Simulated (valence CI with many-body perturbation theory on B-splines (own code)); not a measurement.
**Basis-set convergence for Pd24+**

Calculated by relativistic CI+MBPT: four valence electrons over a frozen Dirac-Fock core [Ar], radial functions for each j: 7 s, 7 p, 8 d, 6 f, 4 g, 1 h, with the one-electron correlation potential Σ1 (screened to all orders), the two-electron term Σ2, the three-electron term Σ3, Breit, model QED; selected single and double excitations, second order for the rest, scaled by the run's own slope (own B-spline code, finite nucleus).

No measured spectrum was set against this ion. As an estimate, terms of the open shell hold to 2 to 4 % of their energy, and close levels can change places. Only levels of the ground parity were solved; by the run's estimate the other parity begins above the list, which can be wrong where configurations are misplaced.

The reference run has the lowest level 3d4 5D_0 and an ionisation energy of 1218.27 eV. Its largest variational space holds 17806 state functions.

Names give the largest LS component (configuration and term), which can be under half, so a name can repeat, a term be missing and a line seem to break the LS rules; names also repeat where a configuration has a term twice. Letters in brackets count levels of one name in rising energy.

Changed runs:
A. basis 6 s, 6 p, 5 d, 5 f, 1 g
B. basis 5 s, 5 p, 4 d, 4 f

Excitation energies of the reference run in cm⁻¹, and shifts in cm⁻¹:

```csv
Level,Reference,A,B
3d4 5D_1,23217,-136,-251
3d4 5D_2,42591,-180,-319
3d4 5D_3,57289,-163,-266
3d4 5D_4,66121,-64,-49
3d4 3P_0 [a],97516,+166,+355
3d4 3H_4,106094,+128,+534
3d4 3G_3,126683,+192,+716
3d4 3F_2 [a],130984,+285,+887
3d4 3H_5,132226,+140,+677
3d4 3P_1 [a],133716,+229,+672
3d4 3H_6,142590,+177,+787
3d4 3G_4,156315,+191,+745
Ionisation energy (eV),1218.27,-0.09,-0.14
```
